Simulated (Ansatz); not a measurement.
```xyz
13

O    -0.7433   -1.8269   -1.4749
Si   -0.2298   -0.6019   -0.4924
Si    1.9876   -0.0382   -0.9009
Si   -1.3074    1.3454    0.1635
Si   -0.6133   -0.2308    1.7653
H    -1.6479   -2.1256   -1.3671
H     2.3124    1.0682    0.0405
H     2.1888    0.4382   -2.2949
H     2.9047   -1.1794   -0.6412
H    -2.7945    1.3822    0.1657
H    -0.7292    2.6886   -0.1001
H     0.5003   -0.1060    2.7410
H    -1.8284   -0.8137    2.3953
```

Charge 0, multiplicity 1.

List the PBE0/def2-TZVPP orbital energies in eV (the Gaussian-basis code of Ansatz). (Best estimate.)

Ansatz gave: Occupied: -1803.17, -1802.55, -1802.54, -1802.54, -523.10, -145.41, -144.92, -144.90, -144.90, -100.09, -100.06, -100.06, -99.57, -99.57, -99.56, -99.56, -99.56, -99.55, -99.54, -99.54, -99.53, -28.44, -16.99, -15.51, -14.88, -13.73, -12.16, -10.87, -10.42, -10.42, -9.89, -9.84, -9.66, -8.77, -6.75, -6.72. Lowest empty: -1.55, -0.08, -0.02, 0.13, 0.30, 0.63, 1.21, 1.46.
